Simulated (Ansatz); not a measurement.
Compare A (`OC1([SeH])CC1`) with its isomer B (`C=C([SeH])CO`).

Calculated with Ansatz (gas phase, PBE0-D4/def2-TZVP geometries, no zero-point term in ΔE). CBS: MP2 limit from def2 TZ/QZ plus the TZ coupled-cluster correction, frozen cores. DFT in def2-TZVPP. B3LYP here is the variant with VWN-RPA as its local correlation; programs differ in this. For Se outer-core shells are correlated without core-valence functions, which leaves a few kJ/mol of doubt a bond. Scalar relativity is left out up to krypton. One conformer a species, not always the lowest.

(1) Which is lower in electronic energy at CCSD(T)/CBS, and by how much? (Estimate.)

(2) Give E(B) − E(A) in kJ/mol with HF/def2-TZVPP, B2PLYP, ωB97M-V, B3LYP, CCSD/def2-TZVPP, r2SCAN-D4, CCSD(T)/def2-TZVPP. (Best estimate.)

Largest T1 diagnostic: 0.010.

## Answers

(1) Ansatz gave: B, by 19.9 kJ/mol.

(2) The calculation gave: HF/def2-TZVPP -30.2, B2PLYP -21.1, ωB97M-V -9.9, B3LYP -23.9, CCSD/def2-TZVPP -18.7, r2SCAN-D4 -8.6, CCSD(T)/def2-TZVPP -19.2. None reverses the order clearly.

In def2-TZVPP, CCSD(T) changes the Hartree–Fock value by +11.0 kJ/mol (the triples alone add −0.5 kJ/mol) and MP2 by +20.5 kJ/mol. From PBE to PBE0 (25 % exact exchange), in def2-TZVPP and without D4, E(B) − E(A) moves by +4.7 kJ/mol.
